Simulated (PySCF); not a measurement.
C4H2F4.
SMILES: `F/C=C\C(F)=C(F)F`

Torsions of this conformer, `[F:1]/[CH:2]=[CH:3]\[C:4]([F:5])=[C:6]([F:7])[F:8]`: C2–C3–C4–F5 0°.

The closed-shell ground state was solved at several levels (PySCF, density fitting, gas phase, non-relativistic). Isolated species at its GFN2-xTB geometry (one conformer only).

```json
{"level": "PBE0/pcSseg-1", "basis functions": "146", "total energy (Eh)": "-552.3227", "HOMO (eV)": "-6.88", "LUMO (eV)": "-1.04", "gap (eV)": "5.84", "dipole (D)": "2.39"}
{"level": "B3LYP/def2-SVPD", "basis functions": "188", "total energy (Eh)": "-552.5449", "HOMO (eV)": "-6.83", "LUMO (eV)": "-1.43", "gap (eV)": "5.40", "dipole (D)": "2.37"}
```

Question: What might B3LYP/pcJ-1 (236 basis functions) give for the same quantities?

Answer: Total energy -552.9322 Eh, HOMO -6.69 eV, LUMO -1.26 eV, gap 5.43 eV, dipole 2.40 D.

Question: Over all these levels, which gives the widest orbital gap and which the narrowest?

Answer: PBE0/pcSseg-1 (global hybrid, 25 % exact exchange) has the widest, 5.84 eV, and B3LYP/def2-SVPD (global hybrid, 20 % exact exchange) the narrowest, 5.40 eV. Functional and basis both differ between the two, so the spread mixes both effects.

Question: How far do the dipole and the HOMO energy spread over the levels?

Answer: The dipole runs from 2.37 to 2.40 D (mean 2.39 D) and the HOMO from -6.88 to -6.69 eV.
